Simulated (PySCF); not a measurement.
## B3LYP on N (nitrogen, neutral)

Configuration: [He] 2s2 2p3, high-spin 4S determinant. Computed with PySCF 2.14 in cc-pVDZ, with the non-relativistic Hamiltonian (point nucleus).

```json
{
 "Total energy": "-54.5891 hartree",
 "One-electron energy": "-73.9814 hartree",
 "Hartree (Coulomb) energy": "26.1988 hartree",
 "Exchange-correlation energy": "-6.8066 hartree",
 "Kinetic energy": "54.36084 hartree",
 "⟨S²⟩": "3.7519",
 "⟨L²⟩": "0.000",
 "Sum of ⟨r⟩": "7.300 bohr",
 "Sum of ⟨r²⟩": "11.79 bohr²",
 "Density at the nucleus (Gaussians lack the cusp)": "197 bohr⁻³",
 "Spin density at the nucleus": "0.215 bohr⁻³",
 "Langevin diamagnetic susceptibility": "-9.34 ×10⁻⁶ cm³/mol",
 "Time after the integrals": "0.09 s of wall time on 1 thread of Neoverse-V1 (shared host)"
}
```

```
shell  electrons  mean orbital energy (hartree)  rms radius, mean of both spins (bohr)
 1s α          1                      -14.43458                                  0.266
 1s β          1                      -14.37833                                  0.266
 2s α          1                       -0.80169                                   1.46
 2s β          1                       -0.60466                                   1.46
 2p α          3                       -0.34425                                   1.57
```
